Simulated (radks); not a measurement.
Results of a calculation; reference values are marked as such.
Effect of the nuclear size on the lead ion Pb+, [Hg] 6p1. Code: a radial shooting solver on a logarithmic mesh with Libxc functionals. Model: Dirac Kohn-Sham, BLYP, spin-unpolarised, spherical densities, finite nucleus; open shells fill j = l - 1/2 first; Fermi nuclear charge, rms radius 5.5012 fm. The rms radius is varied about that value; shifts are against it.

[
 {"rms radius (fm)": "4.4615", "total energy shift (eV)": "-45.7", "density at nucleus (e/bohr^3)": "2.999e+06", "1s1/2 shift (meV)": "-18200", "2s1/2 shift (meV)": "-2770", "4p1/2 shift (meV)": "-3.44", "5s1/2 shift (meV)": "-33.1", "5p1/2 shift (meV)": "0.703", "6s1/2 shift (meV)": "-3.44", "6p1/2 shift (meV)": "0.545"},
 {"rms radius (fm)": "5.0996", "total energy shift (eV)": "-18.3", "density at nucleus (e/bohr^3)": "2.829e+06", "1s1/2 shift (meV)": "-7280", "2s1/2 shift (meV)": "-1110", "4p1/2 shift (meV)": "-1.39", "5s1/2 shift (meV)": "-13.3", "5p1/2 shift (meV)": "0.280", "6s1/2 shift (meV)": "-1.38", "6p1/2 shift (meV)": "0.218"},
 {"rms radius (fm)": "5.5012", "total energy shift (eV)": "0", "density at nucleus (e/bohr^3)": "2.737e+06", "1s1/2 shift (meV)": "0.000", "2s1/2 shift (meV)": "0.000", "4p1/2 shift (meV)": "0.000", "5s1/2 shift (meV)": "0.000", "5p1/2 shift (meV)": "0.000", "6s1/2 shift (meV)": "0.000", "6p1/2 shift (meV)": "0.000"},
 {"rms radius (fm)": "5.8313", "total energy shift (eV)": "15.6", "density at nucleus (e/bohr^3)": "2.669e+06", "1s1/2 shift (meV)": "6220", "2s1/2 shift (meV)": "945", "4p1/2 shift (meV)": "1.19", "5s1/2 shift (meV)": "11.3", "5p1/2 shift (meV)": "-0.237", "6s1/2 shift (meV)": "1.17", "6p1/2 shift (meV)": "-0.186"},
 {"rms radius (fm)": "6.5959", "total energy shift (eV)": "53.8", "density at nucleus (e/bohr^3)": "2.529e+06", "1s1/2 shift (meV)": "21400", "2s1/2 shift (meV)": "3250", "4p1/2 shift (meV)": "4.12", "5s1/2 shift (meV)": "38.9", "5p1/2 shift (meV)": "-0.812", "6s1/2 shift (meV)": "4.04", "6p1/2 shift (meV)": "-0.639"}
]

Slopes of the eigenvalues against <r^2> in GHz/fm^2, as finite differences over the two radii next to the reference (eigenvalue slopes, not the field-shift constants of lines): 1s1/2 408000, 2s1/2 62100, 4p1/2 77.9, 5s1/2 743, 5p1/2 -15.6, 6s1/2 77.1, 6p1/2 -12.2.
